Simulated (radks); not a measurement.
The numbers below are computed, except where a source is named.
Question: All-electron atom: the cobalt ion Co2+ in [Ar] 3d7. Level of theory: Dirac Kohn-Sham, PBE, spin-unpolarised, spherical densities, finite nucleus; open shells fill j = l - 1/2 first; Fermi nuclear charge, rms radius 3.7875 fm (a radial shooting solver on a logarithmic mesh with Libxc functionals). Some entries of the table are withheld. Estimate them.

orbital,occ.,eigenvalue (Ry),r(max) (bohr)
1s1/2,2,-559.3613,0.03678
2s1/2,2,(1),0.2132
2p1/2,2,-58.67856,(2)
2p3/2,4,-57.58880,(3)
3s1/2,2,-8.92420,(4)
3p1/2,2,-6.31517,0.6742
3p3/2,4,-6.17943,0.6817
3d3/2,4,(5),(6)
3d5/2,3,(7),(8)

Answer: 
(1) 2s1/2 eigenvalue (Ry): -67.43001
(2) 2p1/2 r(max) (bohr): 0.1702
(3) 2p3/2 r(max) (bohr): 0.1728
(4) 3s1/2 r(max) (bohr): 0.6692
(5) 3d3/2 eigenvalue (Ry): -1.99584
(6) 3d3/2 r(max) (bohr): 0.6674
(7) 3d5/2 eigenvalue (Ry): -1.98130
(8) 3d5/2 r(max) (bohr): 0.6701
